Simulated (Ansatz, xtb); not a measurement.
Two structures of O2Se

We compare a, the triplet with the links of `O=[Se]=O`, with b, a singlet given by its coordinates. Both are isolated molecules in the gas phase, relaxed with r2SCAN-D4/def2-SVP.

a (Å):

```yaml
atoms:
  - { symbol: O, position_ang: [-3.1919, -3.1468, 1.9577] }
  - { symbol: O, position_ang: [-0.6504, -2.4486, 3.2468] }
  - { symbol: Se, position_ang: [-2.1989, -2.0361, 2.7374] }
```

b (Å):

```xyz
3

O    -0.3500    0.1148   -0.3386
O    -0.8817   -0.8500    0.6222
Se    0.1614    0.4605    1.4034
```

Close contacts (Å): O1–O2 1.46, O1–Se3 1.85, O2–Se3 1.85.

Question: Estimate E(b) − E(a) at the level CCSD(T)/def2-TZVPP.

Answer: Calculated at CCSD(T)/def2-TZVPP: E(b) − E(a) = +9.1 kcal/mol, so structure a lies lower.

How the difference moves with the method:

```json
{"level": "r2SCAN-D4/def2-SVP", "geometry": "r2SCAN-D4/def2-SVP", "E(b) − E(a) (kcal/mol)": "+24.5", "departure from the last row (kcal/mol)": "+15.4", "job, with rough time for the two": "optimisation, 3.1 min"}
{"level": "HF/def2-TZVPP", "geometry": "r2SCAN-D4/def2-SVP", "E(b) − E(a) (kcal/mol)": "+55.0", "departure from the last row (kcal/mol)": "+45.9", "job, with rough time for the two": "part of the CCSD(T) run"}
{"level": "MP2/def2-TZVPP", "geometry": "r2SCAN-D4/def2-SVP", "E(b) − E(a) (kcal/mol)": "−9.2", "departure from the last row (kcal/mol)": "−18.4", "job, with rough time for the two": "part of the CCSD(T) run"}
{"level": "CCSD(T)/def2-TZVPP", "geometry": "r2SCAN-D4/def2-SVP", "E(b) − E(a) (kcal/mol)": "+9.1", "departure from the last row (kcal/mol)": "", "job, with rough time for the two": "single point, 2.4 min"}
```

MP2/def2-TZVPP puts the two in the other order. The largest departure from CCSD(T)/def2-TZVPP is that of HF/def2-TZVPP, 45.9 kcal/mol. At CCSD(T)/def2-TZVPP a singlet with the links of a lies below this triplet. Levels run at GFN2-xTB geometries aren't shown.

With harmonic frequencies from r2SCAN-D4/def2-SVP (ideal gas, rigid rotor, one conformer each, 298.15 K, 1 atm): on the last row, ΔE + ΔZPE = +10.0, ΔH = +9.7, ΔG = +10.8 kcal/mol.

Open shells are spin-unrestricted. The correlated steps freeze 11 core orbitals; the filled d shell of Se is correlated, in a basis made for valence electrons. ΔG holds the spin degeneracy. Programs: Ansatz 0.2.0; the last row on 1 thread of AMD EPYC (Zen 3) on a shared host.
